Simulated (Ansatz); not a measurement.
Calculated with Ansatz (gas phase, PBE0-D4/def2-TZVP geometries, no zero-point term in ΔE). CCSD(T)/CBS adds triple-zeta CCSD(T) − MP2 to the extrapolated MP2 energy (def2 sets, frozen cores). DFT in def2-TZVPP. B3LYP here is the variant with VWN-RPA as its local correlation; programs differ in this. For Ge outer-core shells are correlated without core-valence functions, which leaves a few kJ/mol of doubt a bond. Scalar relativity is left out up to krypton. Each species was taken in one conformer, which may not be the lowest.

Consider the isomerisation: `[CH2]1O[CH2][GeH2]1` → `C[CH2][Ge][OH]`.

Task: Is it downhill or uphill in electronic energy at CCSD(T)/CBS, and by how much? (Best estimate.)

Result: Ansatz gave: Downhill: ΔE = -47.5 kcal/mol.

Task: What do these levels give: B3LYP-D4, r2SCAN, CCSD(T)/def2-TZVPP, HF/def2-QZVPP, MP2/def2-QZVPP, SCS-MP2/def2-QZVPP? (An estimate is asked.)

Result: Computed: B3LYP-D4 -49.5, r2SCAN -45.2, CCSD(T)/def2-TZVPP -44.5, HF/def2-QZVPP -46.8, MP2/def2-QZVPP -47.2, SCS-MP2/def2-QZVPP -46.7 kcal/mol.

Largest T1 diagnostic among the species: 0.014.

From PBE to PBE0 (25 % exact exchange), in def2-TZVPP and without D4, ΔE moves by +1.7 kcal/mol. In def2-TZVPP, CCSD(T) changes the Hartree–Fock value by +2.1 kcal/mol (the triples alone add +0.3 kcal/mol) and MP2 by +1.2 kcal/mol.
